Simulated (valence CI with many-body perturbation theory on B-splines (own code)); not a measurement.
## Forbidden lines of Xe XL

Computed by relativistic CI+MBPT: five valence electrons over a frozen Dirac-Fock core [Ne], radial functions for each j: 9 s, 9 p, 8 d, 6 f, 3 g, 1 h, with the one-electron correlation potential Σ1 (screened to all orders), the two-electron term Σ2, the three-electron term Σ3, Breit, model QED; selected single and double excitations, second order for the rest (own B-spline code, finite nucleus).

The last digits are not significant, and no measured levels were compared; by estimate large intervals hold to a few tenths of a per cent, small ones and those within an open d or f shell to about a per cent. Among the levels kept, up to 530 cm⁻¹ of a level comes from second order outside the variational space, and about a tenth of that is noise between levels of different J, which matters for small intervals.

Lines 1 to 16 of 16 in falling wavelength, among levels below 2974100 cm⁻¹, chosen from the decays that carry over 1 % of a level's rate. Wavelengths and rates use the calculated energies. Electric multipoles are in the length gauge, E1 and E2 with the static RPA response of the core. Weak lines are less certain than strong ones. Lines between different terms over intervals too small for the method are left out, as are lines whose strength nearly cancels. Branching is blank where the lifetime is uncertain.

Levels are named by their leading jj configuration (3d3/2^4 stands for four electrons in 3d with j = 3/2), which in mixed levels can hold well under half, so a name can repeat and another be missing. Letters in brackets count levels of one name in rising energy.

```tsv
λ vac (nm)	Upper	Lower	Type	A (s⁻¹)	Branch %
146.1	(3s^2 3p1/2 3p3/2 3d5/2) J=9/2	(3s^2 3p1/2 3p3/2 3d5/2) J=7/2 [a]	M1	1.51e+03	
64.74	(3s^2 3p1/2 3p3/2 3d5/2) J=9/2	(3s^2 3p1/2 3p3/2 3d3/2) J=7/2	M1	4.50e+04	
20.68	(3s^2 3p3/2^2 3d5/2) J=9/2	(3s^2 3p1/2 3p3/2 3d5/2) J=7/2 [b]	M1	9.75e+05	21.2
19.64	(3s^2 3p1/2 3p3/2 3d5/2) J=9/2	(3s^2 3p1/2^2 3d5/2) J=5/2	E2	1.75e+03	
17.44	(3s^2 3p1/2 3p3/2^2) J=3/2	(3s^2 3p1/2^2 3p3/2) J=3/2	M1	3.84e+06	99.9
17.17	(3s^2 3p3/2^3) J=3/2	(3s^2 3p1/2 3p3/2^2) J=1/2	M1	9.67e+05	11.6
16.41	(3s^2 3p3/2^2 3d5/2) J=9/2	(3s^2 3p1/2 3p3/2 3d5/2) J=9/2	M1	1.84e+06	40.0
15.64	(3s^2 3p1/2 3p3/2^2) J=5/2	(3s^2 3p1/2^2 3p3/2) J=3/2	M1	6.99e+05	97.2
15.64	(3s^2 3p1/2 3p3/2^2) J=5/2	(3s^2 3p1/2^2 3p3/2) J=3/2	E2	1.89e+04	2.6
15.39	(3s^2 3p1/2 3p3/2 3d5/2) J=9/2	(3s 3p1/2^2 3p3/2^2) J=5/2	E2	5.07e+03	
15.07	(3s^2 3p3/2^3) J=3/2	(3s^2 3p1/2 3p3/2^2) J=5/2	M1	1.36e+06	16.2
14.75	(3s^2 3p3/2^2 3d5/2) J=9/2	(3s^2 3p1/2 3p3/2 3d5/2) J=7/2 [a]	M1	1.59e+06	34.6
13.88	(3s^2 3p1/2 3p3/2^2) J=1/2	(3s^2 3p1/2^2 3p3/2) J=3/2	M1	2.96e+06	99.2
13.71	(3s^2 3p3/2^3) J=3/2	(3s^2 3p1/2 3p3/2^2) J=3/2	M1	5.94e+06	71.2
13.09	(3s^2 3p3/2^2 3d5/2) J=9/2	(3s^2 3p1/2 3p3/2 3d3/2) J=7/2	M1	1.56e+05	3.4
7.288	(3s^2 3p1/2 3p3/2 3d5/2) J=9/2	(3s^2 3p1/2 3p3/2^2) J=5/2	M2	2.07e+03
```
